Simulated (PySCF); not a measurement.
Al(Cl)(H)(NCO) (CHAlClNO), SMILES [AlH]([N]=C=O)[Cl].

Geometry optimised at PBE0-D3(BJ)/def2-SVP. Other conformers were not sampled.

Level of theory: PySCF with r2SCAN/def2-TZVP.

Isolated molecule, no solvent.

Task: Estimate the frontier levels, gap, dipole moment and polarisability. (The exact figures need the calculation; the answer reports its results.)

Result: 
The highest occupied level is -7.79 eV and the lowest empty level is -2.01 eV. The orbital gap is 5.78 eV and the dipole moment is 1.54 D. The quadrupole, principal values (traceless, Buckingham form, about the centre of nuclear charge) is -11.25, 2.10, 9.15 D·Å. The mean static polarisability is 55.4 bohr³ (8.21 Å³) and the polarisability, principal values comes out as 37.9, 49.2, 79.0 bohr³.
